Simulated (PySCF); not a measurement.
A geometry optimisation on `O=S1(=O)CCCC(Cl)=C1F`.

Computed with PBE0-D3(BJ)/def2-SVP geometry optimisation, gas phase (PySCF 2.14.0). Start geometry: GFN2-xTB. The input is one job of a driver script: a line of settings, then coordinates in Å.

Command:
```bash
OMP_NUM_THREADS=1 python probes_run.py task.json out
```

Input:
```
{"job": {"xc": "PBE0", "basis": "def2-SVP", "d3": "d3bj", "grid": 1, "shake": 0.01, "kind": "geom"}, "charge": 0, "multiplicity": 1}
O     -0.784780     1.563290    -1.815270
S     -0.630720     1.543110    -0.400840
O     -0.988840     2.702560     0.359380
C     -1.411480     0.069480     0.253410
C     -0.693420    -1.112660    -0.341830
C      0.671940    -1.287070     0.322660
C      1.559100    -0.081700     0.249710
Cl     3.235330    -0.353180     0.620520
C      1.116050     1.139530    -0.036180
F      1.908980     2.203950    -0.105730
H     -1.400280     0.116250     1.348960
H     -2.474440     0.102830    -0.064110
H     -0.592550    -0.905950    -1.408700
H     -1.281190    -2.024390    -0.205120
H      0.546580    -1.570880     1.379500
H      1.200680    -2.107550    -0.145620
```

Output:
```
step   0  E = -1301.37009828  max force = 0.048084
step   1  E = -1301.37455863  max force = 0.011672
step   2  E = -1301.37525930  max force = 0.004982
step   3  E = -1301.37545011  max force = 0.001497
step   4  E = -1301.37550045  max force = 0.002547
step   5  E = -1301.37552811  max force = 0.001220
step   6  E = -1301.37553648  max force = 0.000527
step   7  E = -1301.37552688  max force = 0.001629
step   8  E = -1301.37552802  max force = 0.002066
step   9  E = -1301.37554117  max force = 0.001078
step  10  E = -1301.37554255  max force = 0.000741
step  11  E = -1301.37554698  max force = 0.000308
optimisation converged
```

Energies in Eh; «max force» is the largest Cartesian gradient component in Eh/bohr.

**Question.** How much energy does the optimisation release, in kJ/mol?

**Answer.** E(step 0) − E(last step) = 0.005449 Eh, which is 14.3 kJ/mol.

**Question.** Give the first gradient maximum in eV/Å.

**Answer.** With 1 Eh/bohr = 51.422 eV/Å, 2.473 eV/Å.

Summary of the converged run: final energy -1301.37555 Eh after 11 steps; dipole 5.57 D.

**Question.** Give the final coordinates.

**Answer.** 0.088 Å rms from the input after alignment:
```
atom  x, y, z in Å
O1    -0.3164    1.6750   -1.8976
S2    -0.3697    1.6244   -0.4412
O3    -0.7023    2.8079    0.3365
C4    -1.4180    0.2524    0.0285
C5    -0.7888   -1.0489   -0.4340
C6     0.4849   -1.3873    0.3328
C7     1.4609   -0.2576    0.4527
Cl8    3.0157   -0.6765    1.0743
C9     1.2117    1.0263    0.1689
F10    2.0977    1.9906    0.3009
H11   -1.5618    0.3152    1.1177
H12   -2.3722    0.4713   -0.4744
H13   -0.5770   -0.9675   -1.5120
H14   -1.5127   -1.8679   -0.3095
H15    0.2430   -1.7265    1.3566
H16    1.0014   -2.2330   -0.1474
```

On an Intel Xeon Platinum 8488C with one thread, no GPU, shared host, this took 3.1 min and 0.87 GiB of memory at its peak.
Labels such as C1 count atoms from 1, the log's own numbers from 0.
